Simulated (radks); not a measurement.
Values are calculated unless marked as measured or tabulated.
Valence configurations of Ba II (all share [Xe]). Level of theory: scalar-relativistic Kohn-Sham, r2SCAN, spin-polarised, spherical densities, finite nucleus; open shells are filled with parallel spins first (spin-orbit coupling, left out, can overturn this in heavy ions); meta-GGA in the generalised Kohn-Sham scheme; Fermi nuclear charge, rms radius 4.8378 fm (a radial shooting solver on a logarithmic mesh with Libxc functionals). Energies are relative to 6s1; eigenvalues in eV for spin up.

\begin{tabular}{lrrrrrr}
valence & E (eV) & moment (Bohr magnetons) & e(4f) & e(5d) & e(6p) & e(6s) \\ \hline
6s1 & 0.000 & 1 & - & - & - & -7.929 \\
5d0.5 6s0.5 & 0.443 & 1 & - & -6.506 & - & -7.308 \\
5d1 & 0.792 & 1 & - & -5.926 & - & - \\
4f0.5 6s0.5 & 2.548 & 1 & -2.081 & - & - & -7.222 \\
6p1 & 2.603 & 1 & - & - & -5.718 & - \\
4f1 & 5.049 & 1 & -2.182 & - & - & - \\
\end{tabular}

NIST lists [Xe] 6s1 as the ground configuration; this level of theory agrees among the configurations tried. The energies are those of spherical high-spin densities, not of single terms.
